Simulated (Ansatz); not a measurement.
Start from `NB(O)[SiH2]Cl` and change one atom or group to get `NB[SiH2]Cl`.

Ansatz, PBE0-D4/def2-TZVP geometries, multiplicity 1. Each molecule was computed in one conformer, which needn't be the lowest.

```json
{"property": "HOMO–LUMO gap (PBE/def2-TZVPP) / eV", "`NB(O)[SiH2]Cl`": "5.52"}
{"property": "size of the dipole moment (ωB97M-V/def2-TZVPP) / D", "`NB(O)[SiH2]Cl`": "1.37"}
{"property": "HOMO energy (ωB97M-V/def2-TZVPP) / eV", "`NB(O)[SiH2]Cl`": "-10.11"}
{"property": "HOMO–LUMO gap (PBE0/def2-TZVPP) / eV", "`NB(O)[SiH2]Cl`": "7.68"}
{"property": "ideal-gas entropy at 298 K and 1 bar (rigid rotor, harmonic PBE0-D4/def2-TZVP) / J/(mol·K)", "`NB(O)[SiH2]Cl`": "354"}
{"property": "HOMO energy (PBE/def2-TZVPP) / eV", "`NB(O)[SiH2]Cl`": "-6.65"}
```

Problem. Give the same properties after the change, and the shifts. (Estimate.)

Solution. The calculation gave: 
```
                                                                                  property  `NB[SiH2]Cl`  shift
                                                       HOMO–LUMO gap (PBE/def2-TZVPP) / eV          4.63  -0.89
                                        size of the dipole moment (ωB97M-V/def2-TZVPP) / D          3.59   2.22
                                                     HOMO energy (ωB97M-V/def2-TZVPP) / eV         -9.98   0.13
                                                      HOMO–LUMO gap (PBE0/def2-TZVPP) / eV          6.80  -0.88
ideal-gas entropy at 298 K and 1 bar (rigid rotor, harmonic PBE0-D4/def2-TZVP) / J/(mol·K)           331    -23
                                                         HOMO energy (PBE/def2-TZVPP) / eV         -6.57   0.08
```

With PBE0 the HOMO rises by 0.12 eV and the LUMO falls by 0.75 eV, so the gap narrows by about 0.87 eV. PBE moves the HOMO by 0.08 eV and ωB97M-V by 0.13 eV. The zero-point energy changes by -16.1 kJ/mol with -3 modes. Dipoles are sizes alone; their direction can turn. Modes under 60 cm⁻¹, often nearly free rotors, make the harmonic entropy too high.

Positive LUMOs are unbound, so they and the gaps depend on the basis.
